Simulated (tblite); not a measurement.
C₈H₈S.
Structure used (GFN2-xTB), in Å, numbered top down from 1:
```xyz
17
C8H8S angstrom
C      2.7904    2.7303   -0.5000
C      2.0389    1.8052   -0.3321
C      1.1628    0.7340   -0.1243
C      1.1116   -0.3336   -0.9495
C      0.2385   -1.4539   -0.7971
S      0.2662   -2.6530   -1.9212
C     -0.7219   -1.5266    0.3560
C     -1.8600   -0.5661    0.1537
C     -2.2365    0.3474    1.0277
H      3.4462    3.5357   -0.6486
H      0.5144    0.8164    0.7368
H      1.7730   -0.3686   -1.8059
H     -1.1272   -2.5407    0.3999
H     -0.2096   -1.3130    1.2969
H     -2.3834   -0.6768   -0.7865
H     -1.7389    0.4748    1.9764
H     -3.0715    1.0007    0.8406
```

Level: GFN2-xTB in tblite, geometry and Hessian alike; calculated harmonic values, unscaled, isolated species. Against measured fundamentals such values can be off by several per cent, at times by over 20. One conformer, not necessarily the lowest.

Harmonic wavenumbers (cm⁻¹): 39.7, 69.6, 98.7, 105.1, 124.2, 193.5, 253.8, 289.8, 360.9, 407.2, 423.3, 480.6, 540.0, 621.6, 641.7, 664.1, 782.8, 830.8, 894.0, 932.6, 944.9, 968.0, 1022.8, 1044.5, 1074.1, 1147.1, 1174.5, 1236.4, 1255.6, 1277.7, 1290.1, 1311.0, 1413.4, 1454.7, 1571.9, 1712.5, 2227.7, 2966.1, 2972.6, 3063.4, 3066.1, 3077.5, 3090.6, 3125.6, 3394.0.

A = 1606, B = 910.2, C = 606.0 MHz; mass 136.035 u (most abundant isotopes); point group C1, symmetry number 1.

**Question.** What is the zero-point energy?

**Answer.** ½Σν̃ = 27818 cm⁻¹ = 332.78 kJ/mol.

**Question.** Entropy at 400 K, 1 bar (ideal gas, RRHO, classical rotation)?

**Answer.** Translation 176.24, rotation 130.33, vibration 174.31: S = 480.9 J/(mol K).

**Question.** And Cp and H(400 K) − H(0)?

**Answer.** Cp = 197.21 J/(mol K), of which vibrations give 163.95 (their classical limit is 45 R = 374.2); H(400 K) − H(0) = 48.22 kJ/mol without the zero-point energy, 34.92 from vibrations.

**Question.** Which modes carry the vibrational entropy at 400 K?

**Answer.** 39.7 cm⁻¹: 24.50; 69.6 cm⁻¹: 19.85; 98.7 cm⁻¹: 16.97; 105.1 cm⁻¹: 16.45; 124.2 cm⁻¹: 15.08; 193.5 cm⁻¹: 11.49 J/(mol K); the other 39 give 69.96 together.

**Question.** What must be added to the electronic energy to get the Gibbs energy at 400 K and 1 bar?

**Answer.** ZPE + [H(400 K) − H(0)] − T·S = 332.78 + 48.22 − 192.35 = 188.65 kJ/mol.

**Question.** Blend soft modes into free rotors: weight 1/[1 + (100 cm⁻¹/ν̃)⁴] for the oscillator and the rest for a rotor with moment μB/(μ + B), μ = h/(8π²ν), B = 10⁻⁴⁴ kg m². What vibrational entropy results?

**Answer.** 158.43 J/(mol K) in place of 174.31, which changes −T·S at 400 K by +6.35 kJ/mol.

Hindered rotation and anharmonicity are outside this model. Other conformers, if any are populated, would add a mixing term that is left out. The structure is chiral; the term R ln 2 for an equal mix with its mirror image is left out.

Time: 0.65 s of wall time. Hardware: one thread of an Arm Neoverse V1, no GPU, shared host with 32 logical CPUs at a one-minute load of 11. The figure is for the frequency step alone.
